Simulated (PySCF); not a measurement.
Several molecules and their computed UV-vis stick spectra, shuffled. Computed, not measured: PySCF, TDDFT CAM-B3LYP/def2-SVPD, vertical, gas phase, core orbitals frozen in the response. Geometries: PBE0-D3(BJ)/def2-SVP; one conformer of each isolated species. Triplets are in the Tamm–Dancoff approximation.

A. `C[S@](=O)c1ccccc1`
B. `C[Si@H]1C[Si@H](P)C1`
C. `CCC(O)CC`
D. `FC(F)OC([SiH3])[SiH3]`
E. `C=C(C)[SiH2]P[SiH3]`

Lowest singlet levels (six at most, fewer where fewer were computed) with oscillator strengths:

1. 5.28 eV (f 0.090); 5.33 eV (f 0.001); 5.99 eV (f 0.031); 6.05 eV (f 0.036); 6.21 eV (f 0.001); 6.48 eV (f 0.020); T1 4.01 eV
2. 7.45 eV (f 0.029); 7.80 eV (f 0.006); 7.99 eV (f 0.090); 8.28 eV (f 0.011); 8.35 eV (f 0.104); 8.42 eV (f 0.025); T1 7.10 eV
3. 6.08 eV (f 0.005); 6.28 eV (f 0.151); 6.51 eV (f 0.070); 6.59 eV (f 0.023); 6.76 eV (f 0.125); 6.91 eV (f 0.017); T1 4.13 eV
4. 7.13 eV (f 0.008); 8.19 eV (f 0.000); 8.45 eV (f 0.019); 8.48 eV (f 0.008); 8.68 eV (f 0.003); 9.05 eV (f 0.003); T1 6.84 eV
5. 6.35 eV (f 0.002); 6.56 eV (f 0.004); 6.65 eV (f 0.023); 6.70 eV (f 0.010); 6.87 eV (f 0.001); 7.00 eV (f 0.253); T1 5.58 eV

**Question.** Match each spectrum to its molecule.

**Answer.** 1 = A, 2 = D, 3 = E, 4 = C, 5 = B.
- A: S1 at 5.28 eV, HOMO→LUMO (89%); Löwdin shares by element: HOMO oxygen 41%, sulfur 27%, carbon 15% or more (atoms not listed hold the other 17%); LUMO carbon 64% or more (atoms not listed hold the other 36%); HOMO -8.08 and LUMO 0.11 eV.
- B: S1 at 6.35 eV, HOMO→LUMO+1 (66%), HOMO→LUMO+5 (15%); Löwdin shares by element: HOMO phosphorus 42%, carbon 18% or more, silicon 16% or more (atoms not listed hold the other 24%); LUMO silicon 31%, phosphorus 18%, hydrogen 6% or more (atoms not listed hold the other 44%); HOMO -8.48 and LUMO 1.01 eV.
- C: S1 at 7.13 eV, HOMO→LUMO (78%); Löwdin shares by element: HOMO oxygen 52%, carbon 33% or more; LUMO carbon 20% or more, oxygen 15%, hydrogen 12% or more (atoms not listed hold the other 53%); HOMO -9.31 and LUMO 1.21 eV; point group Cs, 1 of its 6 listed states under f = 0.0005.
- D: S1 at 7.45 eV, HOMO→LUMO (85%); Löwdin shares by element: HOMO oxygen 30%, carbon 27% or more, silicon 23% (atoms not listed hold the other 19%); LUMO silicon 38%, hydrogen 12% or more, carbon 9% or more (atoms not listed hold the other 41%); HOMO -9.71 and LUMO 0.85 eV.
- E: S1 at 6.08 eV, HOMO→LUMO+1 (54%), HOMO→LUMO (23%); Löwdin shares by element: HOMO phosphorus 54%, silicon 18%, carbon 7% or more (atoms not listed hold the other 21%); LUMO carbon 52% or more, silicon 10% or more, phosphorus 8% (atoms not listed hold the other 31%); HOMO -8.41 and LUMO 0.58 eV.
